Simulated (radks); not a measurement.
Ionisation of the hafnium ion Hf3+, [Xe] 4f14 5d1, to [Xe] 4f14 as the strength of local exchange is varied. Method: Dirac Kohn-Sham, Slater X-alpha exchange (alpha = 2/3 is LDA exchange), no correlation, spin-unpolarised, spherical densities, point nucleus; open shells fill j = l - 1/2 first; computed with a radial shooting solver on a logarithmic mesh with Libxc functionals.

alpha  E(Hf3+) (hartree)  exchange (hartree)  IE (eV)  -e of the level emptied (eV)  <r> of it (bohr)
0.608        -15054.0246           -266.2623   31.221                25.537 (5d3/2)             1.962
0.611        -15055.3385           -267.6013   31.266                25.578 (5d3/2)             1.960
0.667        -15079.8865           -292.6406   32.109                26.362 (5d3/2)             1.930
0.729        -15107.1148           -320.4623   33.061                27.250 (5d3/2)             1.899
0.852        -15161.2882           -375.9662   35.007                29.074 (5d3/2)             1.839

NIST Atomic Spectra Database: 33.37 eV (semi-empirical). The Delta-SCF value meets it near alpha = 0.75. Spin polarisation and multiplet splitting are left out, so open shells lie too high by an amount that depends on their filling.

Beside tabulated values, note that spin-unpolarised runs miss the spin-polarisation part of the exchange energy of open shells.
